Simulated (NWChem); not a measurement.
Molecule: C₄H₄N, doublet; SMILES C1C=C[N]C=1

Computed with NWChem. Spin-unrestricted. Geometry: optimised at PBE-D3(BJ)/def2-SVP, spin-unrestricted. No stability test was run on the SCF state. Level: B3LYP/def2-SVP with SMD (1 M gas to 1 M solution), gas-phase geometry. Reactions with the solvent are ignored.

```tsv
solvent	dielectric constant	solvation free energy (kcal/mol)	cavity-dispersion-structure term (kcal/mol)	dipole in solution (D)
water	78.4	-4.4	1.2	2.60
n-hexane	1.88	-4.3	-1.8	…
chlorobenzene	5.70	-6.0	-1.5	2.47
ethyl acetate	5.99	-5.3	-0.7	2.48
```

Problem. What belongs in the gaps?

Solution. 
- n-hexane, dipole in solution (D): 2.22
